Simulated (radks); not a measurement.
Isoelectronic series with 62 electrons, all held in the configuration [Kr] 4d10 4f13 5s2 5p1, which need not be the ground one along the series. Method: scalar-relativistic Kohn-Sham, LDA (Slater exchange, Perdew-Wang correlation), spin-polarised, spherical densities, point nucleus; open shells are filled with parallel spins first (spin-orbit coupling, left out, can overturn this in heavy ions); computed with a radial shooting solver on a logarithmic mesh with Libxc functionals. Total energies (hartree) and mean radii <r> (bohr) (* marks an orbital that is empty in some or all of the ions):

ion    E (hartree)  5p down*   5p up  4f down   4f up
Ta11+  -15557.3646     1.109   1.108   0.5849  0.5857
W12+   -16086.9677     1.069   1.068   0.5604  0.5611
Re13+  -16627.2421     1.032   1.031   0.5385  0.5391
Os14+  -17178.2821    0.9978  0.9973   0.5186  0.5191
Ir15+  -17740.1870    0.9660  0.9655   0.5005  0.5009
Pt16+  -18313.0614    0.9362  0.9359   0.4839  0.4842
Au17+  -18897.0150    0.9083  0.9080   0.4685  0.4689
Hg18+  -19492.1626    0.8821  0.8819   0.4543  0.4546
